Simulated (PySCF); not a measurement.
GaF₂, SMILES [F][Ga+][F], charge +1.

Geometry: PBE0-D3(BJ)/def2-TZVP. The spin state was assumed, not searched. The isomer is the one that the SMILES or the coordinates give; other isomers of the formula were not compared.

These are TDDFT-M06-2X/def2-SVPD in PySCF values and carry that method's errors.

Vertical excitations; the highest root listed may be one member of a degenerate set. The molecule is in vacuum. State labels are in the subgroup D2h.

Computed lowest excited states:
| state | symmetry | energy (eV) | λ (nm) | f | main pairs |
|---|---|---|---|---|---|
| S1 | B2g | 6.79 | 183 | 0.000 | HOMO−1→LUMO (degenerate set) |
| S2 | B3g | 6.79 | 183 | 0.000 | HOMO→LUMO (degenerate set) |
| S3 | B2u | 7.43 | 167 | 0.034 | HOMO−3→LUMO (degenerate set) |
| S4 | B3u | 7.43 | 167 | 0.034 | HOMO−2→LUMO (degenerate set) |
| S5 | B1u | 8.91 | 139 | 0.114 | HOMO−4→LUMO 73 %, HOMO−1→LUMO+2 13 %, HOMO→LUMO+1 13 % |
| S6 | Ag | 9.73 | 127 | 0.000 | HOMO−5→LUMO 73 %, HOMO−2→LUMO+2 13 %, HOMO−3→LUMO+1 13 % |
| S7 | Au | 9.84 | 126 | 0.000 | HOMO→LUMO+2 49 %, HOMO−1→LUMO+1 49 % |
| S8 | Au | 9.94 | 125 | 0.000 | HOMO−1→LUMO+1, HOMO→LUMO+2 (degenerate set) |
| S9 | B1u | 9.94 | 125 | 0.000 | HOMO→LUMO+1, HOMO−1→LUMO+2 (degenerate set) |
| S10 | B1g | 10.32 | 120 | 0.000 | HOMO−3→LUMO+2 49 %, HOMO−2→LUMO+1 49 % |
| T1 | B3g | 6.37 | 195 | 0 | HOMO→LUMO (degenerate set) |
| T2 | B2g | 6.37 | 195 | 0 | HOMO−1→LUMO (degenerate set) |
| T3 | B2u | 6.88 | 180 | 0 | HOMO−3→LUMO (degenerate set) |
| T4 | B3u | 6.88 | 180 | 0 | HOMO−2→LUMO (degenerate set) |
Triplets are in the Tamm–Dancoff approximation, which puts them higher than full response would, so one can lie above its singlet here.
